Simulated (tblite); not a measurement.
Parent: `[CH3:1][CH2:2][C@H:3]1[CH2:4][O:5][SiH2:6][O:7]1` with C1–C2–C3–C4 177°, C2–C3–C4–O5 134°, C3–C4–O5–Si6 -12°, C4–O5–Si6–O7 7°, O5–Si6–O7–C3 2°, C4H10O2Si.

Structures optimised with GFN2-xTB, isolated species. One conformer each, not checked by frequencies here.

| coordinate of the parent | value |
| --- | --- |
| C1–C2 | 1.523 Å |
| C2–C3 | 1.527 Å |
| C3–C4 | 1.550 Å |
| C4–O5 | 1.396 Å |
| O5–Si6 | 1.640 Å |
| Si6–O7 | 1.634 Å |
| C3–O7 | 1.405 Å |
| C1–C2–C3 | 111.6° |
| C2–C3–C4 | 112.2° |
| C2–C3–O7 | 110.3° |
| C4–C3–O7 | 107.5° |
| C3–C4–O5 | 108.9° |
| C4–O5–Si6 | 112.3° |
| O5–Si6–O7 | 96.6° |
| C3–O7–Si6 | 113.2° |

Q: How does the shared frame change in `[CH3:1][CH2:2][C@@:3]1([CH2:4][C:5]#[N:6])[CH2:7][O:8][SiH2:9][O:10]1` with C1–C2–C3–C4 63°, C2–C3–C4–C5 60°, C2–C3–C7–O8 95°, C3–C7–O8–Si9 18°, C7–O8–Si9–O10 -6°, O8–Si9–O10–C3 -9°, C6H11NO2Si? Atoms pair as C1 = C1, C2 = C2, C3 = C3, C4 = C7, O5 = O8, Si6 = Si9, O7 = O10 (parent first).

A: 
| parent | relative | value in the relative | change |
| --- | --- | --- | --- |
| C1–C2 | C1–C2 | 1.525 Å | +0.002 |
| C2–C3 | C2–C3 | 1.536 Å | +0.009 |
| C3–C4 | C3–C7 | 1.551 Å | +0.001 |
| C4–O5 | C7–O8 | 1.396 Å | 0.000 |
| O5–Si6 | O8–Si9 | 1.639 Å | -0.001 |
| Si6–O7 | Si9–O10 | 1.639 Å | +0.005 |
| C3–O7 | C3–O10 | 1.407 Å | +0.002 |
| C1–C2–C3 | C1–C2–C3 | 113.3° | +1.7 |
| C2–C3–C4 | C2–C3–C7 | 109.8° | -2.4 |
| C2–C3–O7 | C2–C3–O10 | 109.7° | -0.6 |
| C4–C3–O7 | C7–C3–O10 | 106.2° | -1.3 |
| C3–C4–O5 | C3–C7–O8 | 108.1° | -0.8 |
| C4–O5–Si6 | C7–O8–Si9 | 111.8° | -0.5 |
| O5–Si6–O7 | O8–Si9–O10 | 96.3° | -0.3 |
| C3–O7–Si6 | C3–O10–Si9 | 112.3° | -0.9 |

Of the parent's bonds, C2–C3 changes most (+0.009 Å). Bonds of the relative outside the shared frame: C3–C4 1.539, C4–C5 1.437, C5≡N6 1.143 Å. Point group C1 → C1.

Q: How does the shared frame change in `[H]/[N:5]=[CH:4]/[C@:3]1([CH2:2][CH3:1])[CH2:6][O:7][SiH2:8][O:9]1` with C1–C2–C3–C4 59°, C2–C3–C4–N5 69°, C2–C3–C6–O7 140°, C3–C6–O7–Si8 -16°, C6–O7–Si8–O9 7°, O7–Si8–O9–C3 7°, C5H11NO2Si? Atoms pair as C1 = C1, C2 = C2, C3 = C3, C4 = C6, O5 = O7, Si6 = Si8, O7 = O9 (parent first).

A: 
| parent | relative | value in the relative | change |
| --- | --- | --- | --- |
| C1–C2 | C1–C2 | 1.524 Å | +0.001 |
| C2–C3 | C2–C3 | 1.536 Å | +0.009 |
| C3–C4 | C3–C6 | 1.554 Å | +0.004 |
| C4–O5 | C6–O7 | 1.395 Å | -0.001 |
| O5–Si6 | O7–Si8 | 1.638 Å | -0.002 |
| Si6–O7 | Si8–O9 | 1.636 Å | +0.002 |
| C3–O7 | C3–O9 | 1.408 Å | +0.003 |
| C1–C2–C3 | C1–C2–C3 | 112.2° | +0.6 |
| C2–C3–C4 | C2–C3–C6 | 110.9° | -1.3 |
| C2–C3–O7 | C2–C3–O9 | 109.9° | -0.4 |
| C4–C3–O7 | C6–C3–O9 | 106.8° | -0.7 |
| C3–C4–O5 | C3–C6–O7 | 108.4° | -0.5 |
| C4–O5–Si6 | C6–O7–Si8 | 111.9° | -0.4 |
| O5–Si6–O7 | O7–Si8–O9 | 96.7° | +0.1 |
| C3–O7–Si6 | C3–O9–Si8 | 112.5° | -0.7 |

Of the parent's bonds, C2–C3 changes most (+0.009 Å). Bonds of the relative outside the shared frame: C3–C4 1.506, C4=N5 1.253 Å. Point group C1 → C1.

Q: How does the shared frame change in `[CH3:1][CH2:2][C@@:3]1(/[CH:4]=[N:5]/[CH3:6])[CH2:7][O:8][SiH2:9][O:10]1` with C1–C2–C3–C4 57°, C2–C3–C4–N5 72°, C2–C3–C7–O8 141°, C3–C7–O8–Si9 -17°, C7–O8–Si9–O10 6°, O8–Si9–O10–C3 8°, C6H13NO2Si? Atoms pair as C1 = C1, C2 = C2, C3 = C3, C4 = C7, O5 = O8, Si6 = Si9, O7 = O10 (parent first).

A: 
```tsv
parent	relative	value in the relative	change
C1–C2	C1–C2	1.524 Å	+0.001
C2–C3	C2–C3	1.535 Å	+0.008
C3–C4	C3–C7	1.552 Å	+0.002
C4–O5	C7–O8	1.396 Å	0.000
O5–Si6	O8–Si9	1.638 Å	-0.002
Si6–O7	Si9–O10	1.635 Å	+0.001
C3–O7	C3–O10	1.409 Å	+0.004
C1–C2–C3	C1–C2–C3	112.0°	+0.4
C2–C3–C4	C2–C3–C7	111.2°	-1.0
C2–C3–O7	C2–C3–O10	109.7°	-0.6
C4–C3–O7	C7–C3–O10	106.6°	-0.9
C3–C4–O5	C3–C7–O8	108.3°	-0.6
C4–O5–Si6	C7–O8–Si9	111.8°	-0.5
O5–Si6–O7	O8–Si9–O10	96.7°	+0.1
C3–O7–Si6	C3–O10–Si9	112.2°	-1.0
```

Of the parent's bonds, C2–C3 changes most (+0.008 Å). Bonds of the relative outside the shared frame: C3–C4 1.504, C4=N5 1.253, N5–C6 1.429 Å. Point group C1 → C1.

Q: How does the shared frame change in `[CH2:1]=[C:2]([CH3:3])[C@@:4]1([CH2:5][CH3:6])[CH2:7][O:8][SiH2:9][O:10]1` with C1–C2–C4–C5 -76°, C2–C4–C5–C6 -177°, C2–C4–C7–O8 136°, C4–C7–O8–Si9 -16°, C7–O8–Si9–O10 9°, O8–Si9–O10–C4 1°, C7H14O2Si? Atoms pair as C1 = C6, C2 = C5, C3 = C4, C4 = C7, O5 = O8, Si6 = Si9, O7 = O10 (parent first).

A: 
```csv
parent,relative,value in the relative,change
C1–C2,C6–C5,1.523 Å,0.000
C2–C3,C5–C4,1.543 Å,+0.016
C3–C4,C4–C7,1.556 Å,+0.006
C4–O5,C7–O8,1.396 Å,0.000
O5–Si6,O8–Si9,1.638 Å,-0.002
Si6–O7,Si9–O10,1.630 Å,-0.004
C3–O7,C4–O10,1.411 Å,+0.006
C1–C2–C3,C6–C5–C4,114.0°,+2.4
C2–C3–C4,C5–C4–C7,111.8°,-0.4
C2–C3–O7,C5–C4–O10,109.2°,-1.1
C4–C3–O7,C7–C4–O10,106.5°,-1.0
C3–C4–O5,C4–C7–O8,109.2°,+0.3
C4–O5–Si6,C7–O8–Si9,111.6°,-0.7
O5–Si6–O7,O8–Si9–O10,96.7°,+0.1
C3–O7–Si6,C4–O10–Si9,113.5°,+0.3
```

Of the parent's bonds, C2–C3 changes most (+0.016 Å). Bonds of the relative outside the shared frame: C1=C2 1.324, C2–C3 1.495, C2–C4 1.519 Å. Point group C1 → C1.

The numbers are calculated, not measured.
